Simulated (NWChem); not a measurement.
# Atomisation of C$_{2}$H$_{6}$N

```
N
C 1 1.4324
H 2 1.1010 1 111.09
H 2 1.1121 3 108.28 1 122.96
H 2 1.1121 3 108.28 4 114.08
C 1 1.4324 2 112.66 3 180.00
H 6 1.1010 1 111.09 2 180.00
H 6 1.1121 7 108.28 1 122.96
H 6 1.1121 7 108.28 8 114.08
```
Charge 0, spin multiplicity 2.

Program: NWChem. The geometry was optimised at UB3LYP/def2-SVP, a minimum by its harmonic frequencies.

Basis set: def2-TZVP. The atomisation energy is electronic alone: no zero-point, thermal, spin-orbit or counterpoise terms. No value is extrapolated to the basis-set limit. Free atoms are single determinants with multiplicities C 3, N 4, H 2.

B3LYP has NWChem's definition, with VWN1-RPA local correlation. The structure started from a generated list of species. The unpaired electrons of the parent sit in orbitals of symmetry b2 (C2v labels of the run); other states weren't searched. No SCF solution was tested for a lower state. Open-shell Hartree-Fock references start from PBE0 orbitals.

Question: Order these methods by the atomisation energy they give, lowest first: B3LYP, PBE0, CAM-B3LYP, HF.

Answer: HF (559.6 kcal/mol), B3LYP (770.6 kcal/mol), PBE0 (772.3 kcal/mol), CAM-B3LYP (774.3 kcal/mol)
